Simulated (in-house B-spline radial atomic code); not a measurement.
## Ru VI (Ru5+): [Kr] (4d3/2)1 (4d5/2)2 (an excited or competing configuration)

Computed with an all-electron radial atomic-structure program (B-spline basis): Dirac-Hartree-Fock, average of the jj configuration, Fermi nucleus of rms radius 4.4809 fm.

Z_r = [3n² - l(l+1)]/(2<r>); Z_e = n√(-2ε); the last column is Slater's effective charge. Values are occupation-weighted means over j. An effective charge above Z reflects the relativistic contraction of the inner shells.

| shell | electrons | ε (eV) | <r> (bohr) | Z_r | Z_e | Slater |
| --- | --- | --- | --- | --- | --- | --- |
| 1s | 2 | -22323 | 0.03343 | 44.87 | 40.51 | 43.70 |
| 2s | 2 | -3351.1 | 0.145 | 41.37 | 31.39 | 39.85 |
| 2p | 6 | -3003.9 | 0.1268 | 39.42 | 29.72 | 39.85 |
| 3s | 2 | -683.66 | 0.3997 | 33.77 | 21.27 | 32.75 |
| 3p | 6 | -566.21 | 0.4003 | 31.22 | 19.35 | 32.75 |
| 3d | 10 | -376.45 | 0.3827 | 27.43 | 15.78 | 22.85 |
| 4s | 2 | -161.89 | 0.9999 | 24.00 | 13.80 | 16.25 |
| 4p | 6 | -124.74 | 1.083 | 21.23 | 12.11 | 16.25 |
| 4d | 3 | -75.169 | 1.315 | 15.96 | 9.40 | 7.30 |

The least bound orbital is 4d5/2 at -75.04 eV, and it is also the most diffuse (<r> = 1.319 bohr).

For the 1s electron the small component carries 2.58 % of the norm, the zero-frequency Breit interaction raises the level by 44.95 eV, self-energy by 24.78 eV, and vacuum polarisation lowers it by 2.96 eV.
